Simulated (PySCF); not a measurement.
Working out the ionisation energy of Rh⁺

Rh⁺ [Kr] 4d8 (3F) → Rh²⁺ [Kr] 4d7 (4F). Calculation: PySCF 2.14, in def2-TZVPPD with the def2 core potential (28 electrons) (6s4p3d2f1g, 56 functions); scalar relativity through the core potential. Frozen: nothing. Energies in hartree (1 hartree = 27.21139 eV):

| part | Rh⁺ (lower) | Rh²⁺ (upper) |
| --- | --- | --- |
| UHF | -109.513499 | -108.919424 |
| MP2 opposite-spin | -0.334278 | -0.290987 |
| MP2 same-spin | -0.154321 | -0.133941 |

What does Hartree-Fock give?

(-108.919424) − (-109.513499) = 0.594075 hartree = 16.166 eV.

What do MP2 and SCS-MP2 (6/5 opposite-spin, 1/3 same-spin) give?

The opposite-spin parts differ by 1.178 eV and the same-spin parts by 0.555 eV. MP2: 16.166 + (1.178) + (0.555) = 17.899 eV. SCS-MP2: 16.166 + 1.2 × (1.178) + (0.555)/3 = 17.765 eV.

Reference: 18.08 eV (semi-empirical (NIST evaluation); NIST Atomic Spectra Database, ionization energies), between the lowest levels; spin-orbit coupling is absent from the calculation.

What remains against the reference includes basis incompleteness and correlation beyond second order.
